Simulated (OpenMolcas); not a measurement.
Co2+: moving or changing the point charges

Co2+ among 4 point charges of -1 e arranged as a square (D4h), 1.99 Å from the ion.
```
   1.9900    0.0000    0.0000  -1.00
   0.0000    1.9900    0.0000  -1.00
  -1.9900    0.0000    0.0000  -1.00
   0.0000   -1.9900    0.0000  -1.00
```

```yaml
Program: OpenMolcas
Method: "SS-CASPT2, IPEA 0.25 Eh, imaginary shift 0.1 Eh (closed shells correlated: 3s 3p)"
Basis: ANO-RCC-VDZP [5s4p2d1f]
Scalar_Hamiltonian: DKH2, point nucleus
Active_space: 7 electrons in 5 orbitals (3d)
State_averaging: 2S+1 = 4 even, 10 roots; 2S+1 = 2 even, 40 roots
Spin-orbit_coupling: state interaction with AMFI integrals over the reference wave functions
```

Runs around this geometry, states (labels of D4, the rotations of D4h). Energies in cm-1 above the lowest state or level, χT in cm3 K/mol.

```csv
R (Å),q (e),Ground state,First state of that spin,First gap with spin-orbit (degeneracies),χT at 300 K,First state of another spin
1.99,-0.5,4E,4A2 120,"110 (2, 2)",4.907,2A1 16840
1.9,-1,4A2,4E 120,"150 (2, 2)",4.765,2A1 16770
1.99,-1,4E,4A2 130,"120 (2, 2)",4.761,2A1 16940
2.19,-1,4A2,4E 320,"160 (2, 2)",4.853,2A1 16750
```

The ground state changes within this set.

Free-ion shares, where given, are those of the reference states; single-state CASPT2 does not remix them. Spin-orbit coupling mixes the spin-free states strongly: the lowest level takes only 51 % from its leading state, 4E (figures for R = 1.99, q = -0.5; the like holds for R = 1.9, q = -1, R = 1.99, q = -1, R = 2.19, q = -1). An orbital doublet at a regular site is open to a Jahn-Teller distortion, which this geometry leaves out (holds for R = 1.99, q = -0.5; R = 1.99, q = -1). The ground term spreads over less than 5000 cm-1, several times less than with real ligands, so orbital moments are less quenched and χT lies further from the spin-only value than at real sites (holds for R = 1.99, q = -0.5; R = 2.19, q = -1). Point charges carry no covalency, so the field is a model and not that of real ligands. No measured value stands beside these numbers.
